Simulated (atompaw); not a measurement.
# Building the PAW (atompaw) potential for indium (In) (PBE, scalar-relativistic).

```
Element                 : indium
Generator               : atompaw 4.2.0.5
Type                    : PAW
Functional              : PBE
Relativity              : scalar-relativistic
Frozen core             : [Kr] 4d10
Valence charge          : 3
Reference configuration : 5s1.5 5p1.5
Partial waves           : 5s (bound): rc 1.75 bohr; 5s channel at -0.15 Ry: rc 1.75 bohr; 5p (bound): rc 2.45 bohr; 5p channel at 0.2 Ry: rc 2.45 bohr
Local potential         : troulliermartins scheme with l = 2 at 0 Ry, radius 1.90 bohr
Core correction         : smooth core density matched at 1.70 bohr
Augmentation charge     : besselshape compensation charge, radius 2.00 bohr; PAW radius 2.45 bohr; waves and projectors: custom rrkj vanderbiltortho
```

(1) Estimate the cutoffs (Ry, on a coarse ladder) from which the occupation-weighted sum of valence levels, in a spherical-Bessel basis at the reference potential, stays within 10 and 1 mRy of its value at 400 Ry.

(2) Does the potential have ghost states?

(3) Is the overlap operator S = 1 + Σ q|β⟩⟨β| positive definite (Bessel basis up to 400 Ry)?

(4) Which valence shell sets the plane-wave cutoff?

Results:

(1) 12 Ry and 25 Ry.

(2) Ghost states, extra bound levels that the all-electron valence spectrum of the same l lacks: s at -1067.6 eV, p at -578.4 eV. A true bound ghost makes a file unfit for plane-wave use. The logarithmic derivative shows an extra or strongly shifted pseudo pole above the reference energy (p near 0.94 Ry).

(3) Yes: its lowest eigenvalue is 0.50 (p channel).

(4) 5s: its level needs 21 Ry to come within 1 mRy, against 6 Ry for 5p.
